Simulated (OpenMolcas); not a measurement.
**OpenMolcas run: Rh5+**

Input:

```
&GATEWAY
Coord
1

Rh 0.0 0.0 0.0
Basis=ANO-R3
Group=XYZ
NoMove
AngMom=0.0 0.0 0.0
AMFI
&SEWARD
&RASSCF
FileOrb=start.orb
Symmetry=1
Spin=5
nActEl=4 0 0
Inactive=9 9
Ras2=5 0
CIRoot=5 5 1
SDav=5
CIMx=300
Iter=120 100
PrWF=0.3
OrbListing=Nothing
MaxOrb=0
Atom
>>> COPY $Project.JobIph JOB001
&RASSCF
FileOrb=start.orb
Symmetry=1
Spin=3
nActEl=4 0 0
Inactive=9 9
Ras2=5 0
CIRoot=45 45 1
SDav=45
CIMx=300
Iter=120 100
PrWF=0.3
OrbListing=Nothing
MaxOrb=0
Atom
CIOnly
>>> COPY $Project.JobIph JOB002
&RASSCF
FileOrb=start.orb
Symmetry=1
Spin=1
nActEl=4 0 0
Inactive=9 9
Ras2=5 0
CIRoot=50 50 1
SDav=50
CIMx=300
Iter=120 100
PrWF=0.3
OrbListing=Nothing
MaxOrb=0
Atom
CIOnly
>>> COPY $Project.JobIph JOB003
&RASSI
NrOfJobIphs=3 5 35 35
1 2 3 4 5
1 2 3 4 5 6 7 8 9 10 11 12 13 14 15 16 17 18 19 20 21 22 23 24 25 26 27
28 29 30 31 32 33 34 35
1 2 3 4 5 6 7 8 9 10 11 12 13 14 15 16 17 18 19 20 21 22 23 24 25 26 27
28 29 30 31 32 33 34 35
IphNames
JOB001
JOB002
JOB003
EJob
SpinOrbit
DIPRint=1.0
SOCoupling=1000.0
Subsets=2
MEES
Property=10
'ANGMOM' 1 'ANGMOM' 2 'ANGMOM' 3 'MLTPL  1' 1 'MLTPL  1' 2 'MLTPL  1' 3
'AMFI' 1 'AMFI' 2 'AMFI' 3 'MLTPL  2' 6
SOProperty=3
'ANGMOM' 1 'ANGMOM' 2 'ANGMOM' 3
```

Launched by
```bash
OMP_NUM_THREADS=1 MOLCAS_MEM=2252 MOLCAS_PROJECT=a pymolcas a.inp > a.log  # once for each step of the input, in one work folder
```

A driver script runs the steps one by one and writes start.orb anew before each from the orbitals found so far, so a CI-only block uses the converged orbitals of the first block.

Output, cut to the results:

```
--- SEWARD ---
Basis set label: RH.ANO-R...8S6P5D3F2G1H.

      Electronic valence basis set:
      ------------------
      Associated Effective Charge  45.000000 au
      Associated Actual Charge     45.000000 au
      Nuclear Model: Finite nucleus - Gaussian distribution
        Gaussian exponent, Xi/bohr**(-2):  2.08466E+08

      Shell  nPrim  nBasis  Cartesian Spherical Contaminant
         s      23       8        X
         p      16       6        X
         d      12       5                 X
         f       6       3                 X
         g       5       2                 X
         h       3       1                 X
                  Relativistic X2C integrals
                  Atomic mean-field integrals
--- RASSCF ---
Wave function specifications:
      -----------------------------

      Number of closed shell electrons          36
      Number of electrons in active shells       4
      Max number of holes in RAS1 space          0
      Max nr of electrons in RAS3 space          0
      Number of inactive orbitals               18
      Number of active orbitals                  5
      Number of secondary orbitals              78
      Spin quantum number                      2.0
      State symmetry                             1
Orbital specifications:
      -----------------------

      Symmetry species                           1   2
                                                ag  au
      Frozen orbitals                            0   0
      Inactive orbitals                          9   9
      Active orbitals                            5   0
      RAS1 orbitals                              0   0
      RAS2 orbitals                              5   0
      RAS3 orbitals                              0   0
      Secondary orbitals                        37  41
      Deleted orbitals                           0   0
      Number of basis functions                 51  50
      Number of CSFs                             5
      Number of root(s) required                 5
      Iter CI   SX   CI       RASSCF       Energy    max ROT     max BLB   max BLB  Level Ln srch  Step   QN
          iter iter root      energy       change     param      element    value   shift minimum  type update
 Nr of preliminary CI iterations:   1
      Total energies have been shifted. Add                -4000.00 au
        1   1    9    0  -774.73772668    0.00E+00   2.27E-01*   8  11 2  6.51E-01*  0.00   0.00    SX    NO
        2   1   10    0  -775.40687369   -6.69E-01* -2.54E-02    8  14 2  1.61E-01*  0.00   0.00    SX    NO
        3   1    8    0  -775.43030097   -2.34E-02*  5.72E-03    6  31 1 -4.67E-02*  0.00   0.00    SX    NO
        4   1    9    0  -775.43186557   -1.56E-03*  2.93E-03    7  32 1  1.56E-02*  0.00   0.00    SX    NO
        5   1    8    0  -775.43208623   -2.21E-04*  9.78E-04    7  32 1 -5.88E-03*  0.00   0.72    QN   YES
        6   1    6    0  -775.43212768   -4.14E-05* -1.32E-05    5  30 1 -7.37E-05   0.00   1.00    QN   YES
        7   1    5    0  -775.43212768   -4.89E-09   2.74E-06    6  18 2  6.74E-06   0.00   0.96    QN   YES
      Convergence after  7 iterations
        8   1    5    0  -775.43212768   -8.00E-11   2.74E-06    9  16 1  9.67E-07   0.00   0.96    QN   YES
      Natural orbitals and occupation numbers for root  1
      sym 1:   1.000000   1.000000   0.000000   1.000000   1.000000
      Natural orbitals and occupation numbers for root  2
      sym 1:   1.000000   0.000000   1.000000   1.000000   1.000000
      Natural orbitals and occupation numbers for root  3
      sym 1:   1.000000   0.000000   1.000000   1.000000   1.000000
::    RASSCF root number  1 Total energy:  -4775.43212768
::    RASSCF root number  2 Total energy:  -4775.43212768
::    RASSCF root number  3 Total energy:  -4775.43212768
::    RASSCF root number  4 Total energy:  -4775.43212768
::    RASSCF root number  5 Total energy:  -4775.43212768
--- RASSCF ---
Wave function specifications:
      -----------------------------

      Number of closed shell electrons          36
      Number of electrons in active shells       4
      Max number of holes in RAS1 space          0
      Max nr of electrons in RAS3 space          0
      Number of inactive orbitals               18
      Number of active orbitals                  5
      Number of secondary orbitals              78
      Spin quantum number                      1.0
      State symmetry                             1
...
--- RASSI ---
SPIN-FREE ENERGIES:
  (Shifted by EMIN (a.u.) =      -4775.4321276826)

 SF State       Relative EMIN(au)   Rel lowest level(eV)    D:o, cm**(-1)      L_eff

     1             0.0000000000        0.0000000000              0.0000         2.0
     2             0.0000000000        0.0000000000              0.0000         2.0
     3             0.0000000000        0.0000000000              0.0000         2.0
     4             0.0000000000        0.0000000000              0.0000         2.0
     5             0.0000000000        0.0000000000              0.0000         2.0
     6             0.0977944086        2.6611214259          21463.3918         5.0
     7             0.0977944086        2.6611214259          21463.3918         5.0
     8             0.0977944086        2.6611214259          21463.3918         5.0
     9             0.0977944086        2.6611214259          21463.3918         5.0
    10             0.0977944086        2.6611214259          21463.3918         5.0
    11             0.0977944086        2.6611214259          21463.3918         5.0
    12             0.0977944086        2.6611214259          21463.3918         5.0
    13             0.0977944086        2.6611214259          21463.3918         5.0
    14             0.0977944086        2.6611214259          21463.3918         5.0
    15             0.0977944086        2.6611214259          21463.3918         5.0
    16             0.0977944086        2.6611214259          21463.3918         5.0
    17             0.1103674614        3.0032516212          24222.8579         1.0
    18             0.1103674614        3.0032516212          24222.8579         1.0
    19             0.1103674614        3.0032516212          24222.8579         1.0
    20             0.1124609561        3.0602185131          24682.3269         3.0
    21             0.1124609561        3.0602185131          24682.3269         3.0
...
```

Levels above the lowest, from the spin-orbit matrix, grouped by J:

```tsv
Configuration	Term	J	E (cm-1)	g	Term weight %	Second
4d4	5D	0	0.0		97	3 3P
4d4	5D	1	591	1.501	98	
4d4	5D	2	1597	1.500	99	
4d4	5D	3	2867	1.498	99	
4d4	5D	4	4328	1.497	98	
4d4	3P	0	22086		93	5 1S
4d4	3H	4	22497	0.839	86	7 3G
4d4	3H	5	23835	1.046	93	7 3G
4d4	3H	6	24988	1.161	96	4 1I
4d4	3P	1	25134	1.486	97	
4d4	3F	3	26208	0.951	59	40 3G
4d4	3F	2	26718	0.677	97	2 1D
4d4	3F	4	27138	1.166	67	20 3G
4d4	3P	2	29356	1.482	94	5 3D
4d4	3G	3	29984	0.886	59	40 3F
4d4	3G	4	30582	1.083	69	19 3F
4d4	3G	5	31359	1.188	93	7 3H
4d4	1I	6	35685	1.006	96	4 3H
4d4	3D	3	36829	1.330	98	
4d4	3D	2	37282	1.165	88	6 1D
4d4	3D	1	37786	0.514	98	
4d4	1G	4	38911	1.016	85	8 3F
4d4	1S	0	43839		95	5 3P
```

Without dynamic correlation excited terms often stand tens of per cent too high (terms of higher spin than the ground term too low), and those without a measured partner can miss by more than the paired ones. Terms from blocks run as CI alone lack orbitals of their own. Levels of configurations outside the active space are missing. The first state left out of the spin-orbit step lies near 56000 cm-1 above the lowest spin-free state of the reference (among the parities and spins computed), and the list stops at four fifths of that energy or lower.

The RASSCF and RASSI steps took 18 s on 1 thread of Arm Neoverse V1, with other jobs on the host; the integral step is not counted.

The term weight is that of the spin-free term in the level, not the purity of its configuration.
